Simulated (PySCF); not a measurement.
## Atomic charges by several schemes

Species: C₉H₁₄.
Geometry (GFN2-xTB, Å), atoms numbered from 1 in this order:
```
atom  x, y, z in Å
C1     3.3338   -0.0645   -0.3566
C2     2.4215    0.8954   -0.3713
C3     0.9716    0.7141   -0.1928
C4     0.4299   -0.3294    0.7567
C5    -0.7606   -0.0305    1.6396
C6    -1.9748    0.4456    0.8452
C7    -2.2287   -0.4918   -0.3302
C8    -1.1033   -0.3762   -1.3579
C9     0.2634   -0.5193   -0.7170
H10    3.0804   -1.1006   -0.2053
H11    4.3792    0.1487   -0.4970
H12    2.7356    1.9198   -0.5268
H13    0.4059    1.6354   -0.2529
H14    1.1819   -0.9402    1.2438
H15   -0.4851    0.7153    2.3910
H16   -1.0282   -0.9476    2.1727
H17   -1.8143    1.4597    0.4737
H18   -2.8464    0.4708    1.5027
H19   -2.2850   -1.5186    0.0381
H20   -3.1814   -0.2520   -0.8063
H21   -1.1774    0.5935   -1.8586
H22   -1.2281   -1.1459   -2.1219
H23    0.9053   -1.2548   -1.1860
```

Density: PBE0/pcSseg-1 (PySCF); schemes: Mulliken, IAO, Hirshfeld and ESP-fitted. Geometry: GFN2-xTB, one conformer, isolated molecule.

**Question.** Tabulate the Mulliken, IAO, Hirshfeld and ESP-fitted charges.

**Answer.** In e:

```json
{"atom": "C1", "environment": "terminal =CH2 carbon", "Mulliken": "-0.189", "IAO": "-0.347", "Hirshfeld": "-0.119", "ESP-fitted": "-0.448"}
{"atom": "C2", "environment": "alkene CH carbon", "Mulliken": "-0.117", "IAO": "-0.127", "Hirshfeld": "-0.040", "ESP-fitted": "-0.176"}
{"atom": "C3", "environment": "allylic carbon", "Mulliken": "-0.184", "IAO": "-0.154", "Hirshfeld": "-0.048", "ESP-fitted": "-0.055"}
{"atom": "C4", "environment": "sp3 carbon at a ring junction", "Mulliken": "-0.194", "IAO": "-0.125", "Hirshfeld": "-0.036", "ESP-fitted": "-0.037"}
{"atom": "C5", "environment": "ring CH2 carbon", "Mulliken": "-0.120", "IAO": "-0.256", "Hirshfeld": "-0.066", "ESP-fitted": "-0.184"}
{"atom": "C6", "environment": "ring CH2 carbon", "Mulliken": "-0.259", "IAO": "-0.257", "Hirshfeld": "-0.068", "ESP-fitted": "-0.028"}
{"atom": "C7", "environment": "ring CH2 carbon", "Mulliken": "-0.198", "IAO": "-0.252", "Hirshfeld": "-0.069", "ESP-fitted": "-0.093"}
{"atom": "C8", "environment": "ring CH2 carbon", "Mulliken": "-0.146", "IAO": "-0.258", "Hirshfeld": "-0.067", "ESP-fitted": "-0.095"}
{"atom": "C9", "environment": "sp3 carbon at a ring junction", "Mulliken": "-0.183", "IAO": "-0.132", "Hirshfeld": "-0.036", "ESP-fitted": "-0.160"}
{"atom": "H10", "environment": "vinylic hydrogen", "Mulliken": "+0.110", "IAO": "+0.136", "Hirshfeld": "+0.039", "ESP-fitted": "+0.174"}
{"atom": "H11", "environment": "vinylic hydrogen", "Mulliken": "+0.114", "IAO": "+0.150", "Hirshfeld": "+0.042", "ESP-fitted": "+0.182"}
{"atom": "H12", "environment": "vinylic hydrogen", "Mulliken": "+0.093", "IAO": "+0.147", "Hirshfeld": "+0.045", "ESP-fitted": "+0.149"}
{"atom": "H13", "environment": "methine hydrogen", "Mulliken": "+0.105", "IAO": "+0.135", "Hirshfeld": "+0.042", "ESP-fitted": "+0.126"}
{"atom": "H14", "environment": "methine hydrogen", "Mulliken": "+0.117", "IAO": "+0.141", "Hirshfeld": "+0.041", "ESP-fitted": "+0.093"}
{"atom": "H15", "environment": "methylene hydrogen", "Mulliken": "+0.122", "IAO": "+0.136", "Hirshfeld": "+0.038", "ESP-fitted": "+0.064"}
{"atom": "H16", "environment": "methylene hydrogen", "Mulliken": "+0.116", "IAO": "+0.133", "Hirshfeld": "+0.038", "ESP-fitted": "+0.079"}
{"atom": "H17", "environment": "methylene hydrogen", "Mulliken": "+0.114", "IAO": "+0.123", "Hirshfeld": "+0.034", "ESP-fitted": "+0.041"}
{"atom": "H18", "environment": "methylene hydrogen", "Mulliken": "+0.120", "IAO": "+0.136", "Hirshfeld": "+0.040", "ESP-fitted": "+0.032"}
{"atom": "H19", "environment": "methylene hydrogen", "Mulliken": "+0.111", "IAO": "+0.126", "Hirshfeld": "+0.034", "ESP-fitted": "+0.060"}
{"atom": "H20", "environment": "methylene hydrogen", "Mulliken": "+0.115", "IAO": "+0.133", "Hirshfeld": "+0.038", "ESP-fitted": "+0.034"}
{"atom": "H21", "environment": "methylene hydrogen", "Mulliken": "+0.115", "IAO": "+0.130", "Hirshfeld": "+0.035", "ESP-fitted": "+0.057"}
{"atom": "H22", "environment": "methylene hydrogen", "Mulliken": "+0.119", "IAO": "+0.141", "Hirshfeld": "+0.041", "ESP-fitted": "+0.059"}
{"atom": "H23", "environment": "methine hydrogen", "Mulliken": "+0.120", "IAO": "+0.141", "Hirshfeld": "+0.041", "ESP-fitted": "+0.127"}
```

Mean size of the charges over all atoms: IAO 0.166 e, Mulliken 0.138 e, ESP-fitted 0.111 e, Hirshfeld 0.048 e. Each set sums to the total charge, 0, to within 0.001 e. The Hirshfeld scheme weights the molecular density at each point by an atom's share of the summed free-atom densities. The ESP scheme is a least-squares fit of atom-centred charges to the potential on four shells outside the van der Waals surface, with the total charge fixed.

Lowest charge. The schemes don't all agree: Mulliken C6 (-0.259); IAO C1 (-0.347); Hirshfeld C1 (-0.119); ESP-fitted C1 (-0.448).

Highest charge. The schemes don't all agree: Mulliken H15 (+0.122); IAO H11 (+0.150); Hirshfeld H12 (+0.045); ESP-fitted H11 (+0.182).

**Question.** Sum the charges by element.

**Answer.** 
| element | atoms | Mulliken | IAO | Hirshfeld | ESP-fitted |
| --- | --- | --- | --- | --- | --- |
| C | 9 | -1.591 | -1.906 | -0.549 | -1.277 |
| H | 14 | +1.591 | +1.906 | +0.549 | +1.277 |

**Question.** How many electrons does the IAO scheme count on C8?

**Answer.** Z − q = 6 − (-0.258) = 6.258.

**Question.** How closely do the schemes follow one another over all atoms?

**Answer.** Correlation coefficient and root-mean-square difference: IAO with Hirshfeld 1.00, 0.125 e; Mulliken with IAO 0.96, 0.057 e; Mulliken with Hirshfeld 0.94, 0.097 e; Hirshfeld with ESP-fitted 0.88, 0.100 e; IAO with ESP-fitted 0.85, 0.092 e; Mulliken with ESP-fitted 0.76, 0.100 e.
